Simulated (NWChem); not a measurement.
# CH4ClNSi2; SMILES Cl[Si@H]1N=C[SiH2]1

```xyz
9

Cl    -0.3287    -2.1432    -0.3270
Si     0.1344    -0.3666     0.6212
N      1.5320     0.4803    -0.1241
C      1.0204     1.6196    -0.4385
Si    -0.8753     1.6256    -0.0727
H      0.3800    -0.6870     2.0546
H      1.6673     2.4111    -0.8657
H     -1.3984     2.6727     0.8605
H     -1.7249     1.6023    -1.3029
```
Atoms are numbered in this order, from 1.

STO-3G and 3-21G are far too small for this property and stand as cheap habits. All runs use the structure optimised with PBE0/def2-SVP.

**Question.** Give the principal values of the shielding tensors (ppm) of Cl1, Si2, N3, C4, Si5 from Hartree-Fock/STO-3G, GIAO (NWChem), with their diamagnetic and paramagnetic parts as GIAO splits them.

**Answer.** 
| atom | σ11 | σ22 | σ33 | isotropic | diamagnetic | paramagnetic |
|---|---|---|---|---|---|---|
| Cl1 | 1092.8 | 1239.4 | 1303.7 | 1212.0 | 1130.1 | 81.9 |
| Si2 | 458.6 | 519.4 | 596.9 | 525.0 | 867.8 | -342.8 |
| N3 | -594.9 | -23.5 | 278.8 | -113.2 | 315.7 | -428.9 |
| C4 | -84.5 | 104.0 | 176.4 | 65.3 | 256.4 | -191.1 |
| Si5 | 438.4 | 548.1 | 696.7 | 561.0 | 868.9 | -307.9 |
